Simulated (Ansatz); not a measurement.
Basis-set extrapolation for C₂H₅Si₂ (`[SiH2]C#C[SiH3]`) radical (PBE0-D4/def2-TZVP geometry, frozen core, the Gaussian-basis code of Ansatz). Multiplicity 2, UHF reference.

```json
{"": "HF", "def2-TZVPP": "-656.481976", "def2-QZVPP": "-656.502913"}
{"": "MP2 correlation", "def2-TZVPP": "-0.513173", "def2-QZVPP": "-0.548716"}
{"": "CCSD(T) correlation", "def2-TZVPP": "-0.592949", "def2-QZVPP": "not run"}
```

Energies in hartree. Use E(X) = E(∞) + A·exp(−7.88·√X) for Hartree–Fock and E(X) = E(∞) + B·X^(−2.97) for correlation, with X = 3 and 4, and add CCSD(T) minus MP2 of the smaller set to the MP2 limit.

Question: What is the CCSD(T) energy at the basis-set limit?

Answer: HF limit: -656.502913 + (-0.020937) × 0.13774 = -656.50580. MP2 limit: -0.548716 + (-0.035543) × 0.74074 = -0.57504. Higher-order term: -0.592949 − (-0.513173) = -0.07978. Total: -657.16062 hartree, 53.8 kcal/mol below CCSD(T)/def2-TZVPP.

The UHF reference is spin-contaminated (⟨S²⟩ = 0.88, T1 = 0.030).
